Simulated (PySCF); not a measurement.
# Correlation energy of Kr⁺ (krypton, charge +1)

[Ar] 3d10 4s2 4p4 4d1, one real determinant (an excited configuration). Calculation: PySCF 2.14, in aug-cc-pVTZ-PP with ECP10MDF (6s5p4d2f, 55 functions); a scalar-relativistic core potential. Frozen: 3s2 3p6 3d10; 7 electrons correlated.

```json
{"level": "CCSD", "correlation energy (mhartree)": "-141.17"}
{"level": "(T)", "correlation energy (mhartree)": "-5.32"}
{"level": "CCSD(T)", "correlation energy (mhartree)": "-146.49"}
```

Diagnostics: T1 = 0.0071, D1 = 0.0214, largest double amplitude 0.114.

The real determinant used has ⟨L²⟩ near 8 against 12 for a pure F term, so it mixes terms. The outer electron is Rydberg-like, and this basis confines it to a smaller radius and binds it less than a complete one would.

Cost of the coupled-cluster step: about 2.2 core-seconds, for 7 correlated electrons.

The reference is one real determinant that mixes LS terms of this configuration.
